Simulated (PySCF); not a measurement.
Al(OH)(OMe)(NH2) (CH₆AlNO₂), SMILES [Al]([NH2])([OH])[O]C.

Geometry: PBE-D3(BJ)/def2-SVP. Other conformers were not sampled.

These are PBE-D3(BJ)/def2-SVP (PySCF) values and carry that method's errors.

Frequencies are harmonic and unscaled.

A small imaginary wavenumber (i) marks a very flat motion, where grid noise or a shallow saddle decides the sign.

Computed normal modes with their intensities:
```tsv
mode	ν (cm⁻¹)	IR (km/mol)	moving atoms (share of kinetic energy)
1	6i	0.1	H 95 %
2	64	2.5	O 55 %, H 27 %, C 16 %
3	89	2.3	C 32 %, H 29 %, N 22 %, O 13 %
4	202	5.5	O 43 %, H 25 %, N 17 %, Al 11 %
5	235	1.2	H 68 %, N 13 %, Al 12 %
6	246	27.6	O 53 %, H 18 %, Al 14 %, C 8 %
7	261	100.5	Al 50 %, O 24 %, H 19 %
8	303	173.8	H 88 %, N 9 %
9	328	33.4	H 95 %
10	585	69.3	O 47 %, H 34 %, C 11 %
11	605	3.9	H 62 %, N 18 %, O 14 %
12	658	143.4	H 64 %, N 22 %, O 11 %
13	834	128.4	Al 48 %, N 20 %, O 15 %, H 9 %
14	911	122.6	Al 50 %, O 27 %, N 14 %, H 9 %
15	1142	40.0	H 67 %, C 23 %, O 10 %
16	1148	0.0	H 76 %, C 19 %
17	1217	307.6	O 54 %, C 33 %, H 10 %
18	1418	0.5	H 97 %
19	1427	0.6	H 96 %
20	1438	19.0	H 88 %, C 10 %
21	1471	49.8	H 89 %, N 10 %
22	2891	113.4	H 97 %
23	2959	69.9	H 91 %, C 9 %
24	2974	49.2	H 90 %, C 10 %
25	3521	25.2	H 96 %
26	3613	24.5	H 91 %, N 9 %
27	3823	73.8	H 94 %
```
